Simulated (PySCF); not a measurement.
Vertical excitations of a molecule C3H3N2, multiplicity 2 from TDA-LC-ωPBE/def2-SVPD (PySCF), as energy in eV (oscillator strength): 1.63 (0.002), 4.13 (0.001), 4.44 (0.012), 4.64 (0.006), 5.57 (0.003), 5.99 (0.000), 6.37 (0.001), 6.65 (0.009), 7.15 (0.173), 7.18 (0.000). Coordinates come from a B3LYP-D3(BJ)/def2-SVP optimisation. Other conformers were not sampled.

Task: Which structure fits?
(A) [c]1cn[nH]c1
(B) C1=C[N]N=C1
(C) [c]1ccn[nH]1
(D) [c]1cnc[nH]1

Result: D, [c]1cnc[nH]1
